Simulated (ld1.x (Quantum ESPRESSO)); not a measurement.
## Configuration tests for terbium (Tb) (PAW)

```json
{
  "Element": "terbium",
  "Generator": "ld1.x (Quantum ESPRESSO) 7.5",
  "Type": "PAW",
  "Functional": "PW91",
  "Relativity": "fully relativistic",
  "Frozen core": "[Kr]",
  "Valence charge": "29",
  "Reference configuration": "4d10 4f9 5s2 5p6 5d0 6s1.75 6p0.25",
  "Partial waves": "5s (bound): rcut 1.70, rcutus 1.95 bohr; 6s (bound): rcut 1.70, rcutus 1.95 bohr; 5p (bound): rcut 2.10, rcutus 2.30 bohr; 6p (bound): rcut 2.10, rcutus 2.30 bohr; 4d (bound): rcut 0.95, rcutus 1.20 bohr; 5d (bound, empty): rcut 0.95, rcutus 1.20 bohr; 4f (bound): rcut 0.80, rcutus 1.05 bohr; 4f channel at 2.4 Ry: rcut 0.80, rcutus 1.05 bohr",
  "Local potential": "all-electron potential smoothed inside 1.20 bohr (lloc = -1)",
  "Core correction": "a·sin(br)/r model core, default radius (ld1.x builds one for every PAW set, though the input has nlcc=.false.)",
  "Augmentation charge": "PSQ, inside the norm-conserving radii"
}
```

Open shells are filled in proportion to 2j + 1 (rel_dist='average').

Energies are relative to the spin-unpolarised reference configuration 4d10 4f9 5s2 5p6 5d0 6s1.75 6p0.25; without spin polarisation the order of configurations can differ from experiment. Not all tests gave a result: test run stopped at test 5 of 7 (negative rho). The frozen-core shift is the all-electron ΔE with the core orbitals held at their reference shape minus the fully relaxed ΔE.

```json
{"valence configuration": "4d10 4f9 5s2 5p6 5d0 6s2 6p0", "charge": "0", "ΔE all-electron (eV)": "-0.637", "error AE − PS (meV)": "0.0", "frozen-core shift (meV)": "0.0"}
{"valence configuration": "4d10 4f9 5s2 5p6 5d0 6s0 6p0", "charge": "+2", "ΔE all-electron (eV)": "17.125", "error AE − PS (meV)": "+12", "frozen-core shift (meV)": "+0.1"}
```

(1) What are ΔE and the potential's error for 4d10 4f9 5s2 5p6 5d0 6s1 6p0?

(2) What are ΔE and the potential's error for 4d10 4f9 5s2 5p6 5d1 6s0 6p0?

The ghost test of this file was not conclusive.

## Answers

(1) ΔE = 5.564 eV all-electron; the error (AE − PS) is +1.0 meV.

(2) ΔE = 7.486 eV all-electron; the error (AE − PS) is +20 meV.
